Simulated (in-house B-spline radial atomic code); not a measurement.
Ionisation energies along the 25-electron series, configuration [Ar] 3d7, as differences of self-consistent energies. Dirac energy differences include first-order Breit, QED and recoil terms. NIST's values go from ground level to ground level; the uncertainty of those that are theory runs from under 0.1 % in few-electron ions to several per cent in heavy many-electron ones. Computed with a B-spline radial code for spherical atoms: Dirac-Hartree-Fock, average of the configuration, finite nuclei.

| ion | configuration after | ionisation energy (eV) | IE/(q+1)² (eV) | Breit and QED recoil part (eV) | tabulated value (eV) | tabulated kind | computed minus tabulated (eV) |
| --- | --- | --- | --- | --- | --- | --- | --- |
| Co2+ | [Ar] 3d6 | 33.1 | 3.6813 | 0.010191 | 33.5 | semi-empirical | -0.4 |
| Ni3+ | [Ar] 3d6 | 55.1 | 3.4449 | 0.01151 | 54.92 | semi-empirical | 0.2 |
| Cu4+ | [Ar] 3d6 | 80.7 | 3.229 | 0.011187 | 79.8 | semi-empirical | 0.9 |
| Zn5+ | [Ar] 3d6 | 109.8 | 3.0491 | 0.0092883 | 108 | semi-empirical | 1.8 |
| Ga6+ | [Ar] 3d6 | 142.1 | 2.9007 | 0.0057693 | 140.8 | tabulated theory | 1.3 |
| Ge7+ | [Ar] 3d6 | 177.8 | 2.7775 | 0.00057769 | 176.4 | tabulated theory | 1.4 |
| As8+ | [Ar] 3d6 | 216.6 | 2.6741 | -0.0063737 | 213 | tabulated theory | 3.6 |
| Se9+ | [Ar] 3d6 | 258.6 | 2.5861 | -0.015187 | 255 | tabulated theory | 3.6 |
| Br10+ | [Ar] 3d6 | 303.8 | 2.5105 | -0.025975 | 301 | tabulated theory | 2.8 |
| Kr11+ | [Ar] 3d6 | 352.1 | 2.4449 | -0.03884 | 350 | tabulated theory | 2.1 |
| Rb12+ | [Ar] 3d6 | 403.5 | 2.3874 | -0.053912 | 400 | tabulated theory | 3.5 |

Where a p, d or f electron is removed, the computed value is a mean over both j, so it misses the tabulated one by a part of the spin-orbit splitting; averaging over terms and missing correlation add to the gap, relatively most at low charge.
